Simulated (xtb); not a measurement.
dimethoxyethane (C4H10O2), SMILES COCCOC. All values are semi-empirical tight-binding results from xtb (GFN2-xTB unless named), good for trends rather than for accurate numbers. Coordinates come from a GFN2-xTB optimisation. One conformer was computed; it need not be the lowest.

Optimised geometry:

```xyz
16

C      2.7538    -0.0816    -0.4424
O      1.4569     0.4270    -0.2778
C      0.7152    -0.2628     0.6987
C     -0.7152     0.2628     0.6987
O     -1.4569    -0.4270    -0.2778
C     -2.7538     0.0816    -0.4424
H      3.3316    -0.0091     0.4886
H      3.2298     0.5222    -1.2121
H      2.7336    -1.1312    -0.7612
H      1.1705    -0.1145     1.6912
H      0.6950    -1.3397     0.4784
H     -1.1705     0.1145     1.6912
H     -0.6950     1.3397     0.4784
H     -3.3316     0.0091     0.4886
H     -2.7336     1.1312    -0.7612
H     -3.2298    -0.5222    -1.2121
```
Charge 0, spin multiplicity 1.

The point group as xtb finds it is C2, the orbital gap comes out as 11.73 eV and the dipole moment is 1.47 D. The zero-point energy is 85.7 kcal/mol and the G − E(el) at 298.15 K (modified RRHO) is 65.7 kcal/mol. The static polarisability (D4 model) is 62.0 bohr³, the solvation energy, GFN2-xTB/ALPB(water) is -2.8 kcal/mol and the solvation energy, GFN2-xTB/ALPB(acetonitrile) is -5.7 kcal/mol.

Computed IR lines (harmonic; lines under 4 % of the strongest left out, lines within 3 cm⁻¹ merged):
ν (cm⁻¹): 81 (w), 88 (w), 881 (w), 895 (w), 1037 (m), 1119 (vs), 1128 (m), 1134 (w), 1221 (m), 1256 (w), 1329 (w), 1466 (w), 1469 (w), 2836 (w), 2845 (s), 2887 (vs), 2896 (m), 2914 (s), 3030 (m) (against the strongest line: vs over 80 %, s over 45 %, m over 15 %, w over 4 %, vw less)

Computed atomic charges and the Wiberg bond orders between heavy atoms:
charges (e) C1 0.04, O2 -0.31, C3 0.08, C4 0.08, O5 -0.31, C6 0.04, H7 0.03, H8 0.06, H9 0.03, H10 0.02, H11 0.04, H12 0.02, H13 0.04, H14 0.03, H15 0.03, H16 0.06. Bond orders C1–O2 1.00, O2–C3 0.99, C3–C4 1.00, C4–O5 0.99, O5–C6 1.00.
